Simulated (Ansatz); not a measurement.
## Relaxing a trial structure of CHFInSi−

The starting geometry of this gas-phase singlet was optimised with GFN2-xTB.

```yaml
atoms:
  - { symbol: C, position_ang: [-2.1084, -0.6308, 0.9427] }
  - { symbol: F, position_ang: [2.3845, 0.0338, -2.5060] }
  - { symbol: In, position_ang: [1.8497, -0.9283, -0.5209] }
  - { symbol: Si, position_ang: [-0.8661, -0.4010, -0.1869] }
  - { symbol: H, position_ang: [-3.1410, -0.4761, 1.2197] }
```

Question: Predict what becomes of its bonds when it is optimised with PBE0-D3(BJ)/def2-SVPD.

Answer: A new bond forms, giving a structure given below by its coordinates. Distances that change by over a tenth: In3–Si4 (2.79 → 3.23 Å). Contacts that close: C1–In3 (4.23 → 2.47 Å).

The energy falls by 0.83 eV over 19 steps:

| step | E − E(last) (eV) |
| --- | --- |
| 1 | 0.834 |
| 3 | 0.552 |
| 5 | 0.512 |
| 7 | 0.451 |
| 9 | 0.409 |
| 11 | 0.282 |
| 13 | 0.069 |
| 15 | 0.022 |
| 17 | 0.006 |
| 19 | 0.000 |

Final geometry (Å):

```json
{"atom": "C", "x (Å)": "-1.3912", "y (Å)": "-0.4824", "z (Å)": "0.2943"}
{"atom": "F", "x (Å)": "1.6427", "y (Å)": "-0.2574", "z (Å)": "-1.6555"}
{"atom": "In", "x (Å)": "1.0160", "y (Å)": "-1.0288", "z (Å)": "0.1991"}
{"atom": "Si", "x (Å)": "-1.5976", "y (Å)": "0.3003", "z (Å)": "-1.1620"}
{"atom": "H", "x (Å)": "-1.5512", "y (Å)": "-0.9341", "z (Å)": "1.2727"}
```

Frequencies at the end are all real (lowest 62 cm⁻¹). Atoms past krypton carry core potentials, without spin–orbit terms. Run with Ansatz 0.2.0, 3.4 min on 1 thread of AMD EPYC (Zen 3), with other jobs on the host.
